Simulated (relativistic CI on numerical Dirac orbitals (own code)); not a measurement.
# d4 in a ligand field

Computed with a parametric ligand-field model of a d^n configuration (Racah B and C, spin-orbit zeta, crystal field), exact diagonalisation.

Field parameters in Wybourne normalisation: Oh B⁴₀ = 21Dq, B⁴₄ = √(5/14) B⁴₀. The field is a parameter set, without covalency.

B = 350 cm⁻¹, C = 1640 cm⁻¹ (C/B = 4.69), Oh, no spin-orbit coupling. Tanabe-Sugano data, E/B above the lowest term (Δ = |10Dq|; b, c mark the second and third term of a kind):

| Δ/B | 5E | 5T2 | 3T1 | 3E | 3T2 | 1T2 | 1E | 1A1 |
| --- | --- | --- | --- | --- | --- | --- | --- | --- |
| 1.0 | 0.00 | 1.00 | 22.65 | 22.92 | 23.53 | 34.02 | 33.93 | 35.10 |
| 3.0 | 0.00 | 3.00 | 21.81 | 23.17 | 24.59 | 33.35 | 33.25 | 35.84 |
| 5.0 | 0.00 | 5.00 | 20.48 | 23.33 | 25.12 | 32.20 | 32.31 | 35.92 |
| 7.0 | 0.00 | 7.00 | 18.94 | 23.44 | 25.41 | 30.82 | 31.19 | 35.65 |
| 9.0 | 0.00 | 9.00 | 17.28 | 23.52 | 25.59 | 29.31 | 29.92 | 35.19 |
| 11.0 | 0.00 | 11.00 | 15.55 | 23.58 | 25.72 | 27.71 | 28.52 | 34.58 |
| 13.0 | 0.00 | 13.00 | 13.77 | 23.62 | 25.81 | 26.06 | 27.02 | 33.85 |
| 15.0 | 0.00 | 15.00 | 11.96 | 23.66 | 25.89 | 24.36 | 25.45 | 33.03 |
| 17.0 | 0.00 | 17.00 | 10.12 | 23.69 | 25.94 | 22.63 | 23.81 | 32.13 |
| 19.0 | 0.00 | 19.00 | 8.26 | 23.71 | 25.99 | 20.87 | 22.11 | 31.15 |
| 21.0 | 0.00 | 21.00 | 6.38 | 23.73 | 26.03 | 19.08 | 20.38 | 30.09 |
| 23.0 | 0.00 | 23.00 | 4.49 | 23.75 | 26.06 | 17.28 | 18.61 | 28.96 |
| 25.0 | 0.00 | 25.00 | 2.59 | 23.77 | 26.09 | 15.46 | 16.82 | 27.77 |
| 27.0 | 0.00 | 27.00 | 0.68 | 23.78 | 26.12 | 13.63 | 15.00 | 26.52 |
| 29.0 | 1.24 | 30.24 | 0.00 | 25.03 | 27.38 | 13.02 | 14.39 | 26.45 |
| 31.0 | 3.16 | 34.16 | 0.00 | 26.97 | 29.32 | 13.09 | 14.46 | 27.02 |
| 33.0 | 5.10 | 38.10 | 0.00 | 28.91 | 31.27 | 13.16 | 14.52 | 27.55 |
| 35.0 | 7.04 | 42.04 | 0.00 | 30.86 | 33.23 | 13.22 | 14.58 | 28.04 |
| 37.0 | 8.98 | 45.98 | 0.00 | 32.81 | 35.19 | 13.28 | 14.63 | 28.49 |
| 39.0 | 10.93 | 49.93 | 0.00 | 34.76 | 37.15 | 13.33 | 14.67 | 28.91 |
| 41.0 | 12.88 | 53.88 | 0.00 | 36.72 | 39.11 | 13.39 | 14.71 | 29.31 |
| 43.0 | 14.83 | 57.83 | 0.00 | 38.68 | 41.07 | 13.44 | 14.75 | 29.67 |
| 45.0 | 16.79 | 61.79 | 0.00 | 40.64 | 43.04 | 13.49 | 14.78 | 30.01 |
| 47.0 | 18.75 | 65.75 | 0.00 | 42.61 | 45.01 | 13.53 | 14.81 | 30.33 |

The ground term changes from 5E to 3T1 between Δ/B = 27.0 and 29.0.
